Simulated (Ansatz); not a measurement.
Mulliken charges of C₂H₃F₃Se, SMILES `C[Se]C(F)(F)F` from ωB97M-V/def2-TZVPP in Ansatz (PBE0-D4/def2-TZVP geometry).

```csv
atom,x (Å),y (Å),z (Å),charge (e)
C1,-0.294,-1.171,0.842,-0.445
Se2,1.298,-0.377,0.064,0.055
C3,0.361,1.097,-0.809,0.380
F4,-0.544,0.676,-1.697,-0.156
F5,1.252,1.848,-1.452,-0.150
F6,-0.289,1.878,0.059,-0.156
H7,0.051,-2.044,1.395,0.147
H8,-0.979,-1.483,0.057,0.163
H9,-0.768,-0.469,1.524,0.163
```

Task: By hand: the dipole of these point charges (1 e Å = 4.8032 D).

Result: Σ q r = (0.004, -0.377, 0.258) e Å, of length 0.457 e Å = 2.20 D.

Task: How does the dipole of the full density compare? (Best estimate.)

Result: The calculation gave: (-0.123, -0.363, 0.267) e Å, 2.24 D; the point charges give 0.98 times that, at 16° from its direction.

Point charges leave out the atoms' own dipoles, such as those of lone pairs, and Mulliken's split depends on the basis, so the close match here is no proof of good charges.
